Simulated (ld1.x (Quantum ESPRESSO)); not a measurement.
Te (Z = 52), TM: configuration errors across variants

```json
{"Element": "tellurium (Te)", "Generator": "ld1.x (Quantum ESPRESSO) 7.5", "Type": "norm-conserving Troullier–Martins (Kleinman–Bylander form)", "Functional": "LDA (PZ)", "Relativity": "fully relativistic", "Frozen core": "[Kr] 4d10", "Valence charge": "6", "Reference configuration": "5s2 5p4", "Partial waves": "5p (bound): rc 2.40 bohr; 5s (bound): rc 1.80 bohr", "Local potential": "the s channel", "Core correction": "a·sin(br)/r model core inside 1.25 bohr"}
```

Open shells are filled in proportion to 2j + 1 (rel_dist='average').

All-electron excitation energies from the reference (eV): (1) 5s2 5p3 9.938; (2) 5s2 5p2 28.137; (3) 5s2 5p1 55.399; (4) 5s1 5p5 9.316; (5) 5s2 5p4.3 -1.523; (6) 5s1 5p4 19.830; (7) 5s2 5p0 92.342.

Errors AE − PS in meV (a dash: test not solved or not reliable):

```csv
change,(1),(2),(3),(4),(5),(6),(7),bound ghosts
base,-1.6,-16,-69,-7.0,0.0,-14,-208,none
core correction none,+4.5,+27,+90,+7.5,+0.2,+17,+244,none
core correction a·sin(br)/r model core inside 0.70 bohr,-1.6,-16,-69,-7.0,0.0,-14,-209,none
core correction a·sin(br)/r model core inside 1.16 bohr,-1.6,-16,-69,-7.0,0.0,-14,-208,none
core correction a·sin(br)/r model core inside 1.40 bohr,-1.6,-16,-68,-6.7,0.0,-13,-206,none
core correction a·sin(br)/r model core inside 1.50 bohr,-1.6,-16,-68,-6.3,0.0,-13,-204,none
core correction a·sin(br)/r model core inside 1.70 bohr,-1.4,-15,-63,-4.7,0.0,-10,-188,none
core correction a·sin(br)/r model core inside 2.00 bohr,-1.0,-9.9,-42,-0.9,0.0,-2.9,-122,none
core correction a·sin(br)/r model core inside 2.10 bohr,-0.6,-7.1,-30,+0.6,0.0,+0.1,-87,none
```

Task: Give the same row for: core correction a·sin(br)/r model core inside 0.98 bohr.

Result: -1.6, -16, -69, -7.0, 0.0, -14, -209; bound ghosts: none.
